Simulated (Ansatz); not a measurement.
`CO[Si](F)(F)F` + H₂S → `F[Si](F)(F)S` + CH₃OH at 400 K and 1 bar (ligand exchange at the Si–O bond).

Program: Ansatz. Geometries: PBE0-D4/def2-TZVP. ΔE: electronic, gas phase. CCSD(T)/CBS adds triple-zeta CCSD(T) − MP2 to the extrapolated MP2 energy (def2 sets, frozen cores). This one scheme is used for every species. One conformer a species, not always the lowest.

| species | CCSD(T)/CBS energy (Eh) | H − E (kJ/mol) | S (J/(mol·K)) |
| --- | --- | --- | --- |
| `CO[Si](F)(F)F` | -703.74509 | 170.7 | 392.6 |
| H₂S | -398.97279 | 53.4 | 215.9 |
| `F[Si](F)(F)S` | -987.07717 | 78.8 | 359.6 |
| CH₃OH | -115.61712 | 151.2 | 252.6 |

H − E and S are ideal-gas, rigid-rotor, harmonic terms from PBE0-D4/def2-TZVP, for one conformer and one mirror image of each species. 1 Eh = 2625.50 kJ/mol, R = 8.31446 J/(mol·K).

Question: By hand: ΔE, ΔH, ΔS and ΔG.

Answer: ΔE = (-987.07717) + (-115.61712) − (-703.74509) − (-398.97279) = 0.02359 Eh = 61.9 kJ/mol. Δ(H − E) = 78.8 + 151.2 − 170.7 − 53.4 = 5.9, so ΔH = 67.8 kJ/mol. ΔS = 359.6 + 252.6 − 392.6 − 215.9 = 3.7 J/(mol·K). ΔG = 67.8 − 400 × (3.7)/1000 = 66.3 kJ/mol.

Question: By hand: the equilibrium constant, and the temperature at which ΔG would vanish if ΔH and ΔS stayed fixed.

Answer: log₁₀ K = −ΔG/(RT ln 10) = -8.7. ΔG = 0 at ΔH/ΔS = 18324 K, far beyond where these terms or the molecules hold.

The number of gas molecules stays the same, so ΔS is small and ΔH decides. A doubt of 5 kJ/mol in ΔE shifts log₁₀ K by 0.7 here. Other conformers and mirror images would add mixing entropy, several J/(mol·K) or more a flexible species. Modes under 60 cm⁻¹, often nearly free rotors, make the harmonic entropy too high. These are equilibria of isolated gas molecules and say nothing of rates. Largest T1 diagnostic: 0.012 (customary marks: 0.02 for closed shells, 0.045 for open ones).
